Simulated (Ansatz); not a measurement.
Ansatz (a program for electronic structure) input:

Ansatz 0.2 input:
```yaml
crystal:
  periodic: [false, false, false]
  atoms:
    - {symbol: C, position_ang: [-0.87135560, -0.38966588, -0.11363534]}
    - {symbol: C, position_ang: [0.49094914, -0.11245371, 0.10988189]}
    - {symbol: F, position_ang: [1.17344744, 1.18080125, -0.42953808]}
    - {symbol: F, position_ang: [1.29867709, -1.01999280, -0.49898904]}
    - {symbol: F, position_ang: [0.90126119, -0.03814844, 1.38961049]}
    - {symbol: Cl, position_ang: [-1.93474082, 0.74947437, 0.75896936]}
    - {symbol: H, position_ang: [-1.13396382, -0.35004786, -1.16959873]}
basis:
  gaussian:
    orbitals: def2-TZVP
hamiltonian:
  xc: b3lyp
  dispersion: d3bj
total_charge: -1
relax: {f_tol: 0.002, max_steps: 150}
```

Problem. Which total energy does the run end on?

Solution. -836.75079 Eh (B3LYP-D3(BJ)/def2-TZVP). The basis has 198 functions. The run takes about 110 core-seconds (a rough figure).

It need not be the lowest isomer of its formula. Whether it binds its extra electron was not tested at this geometry.
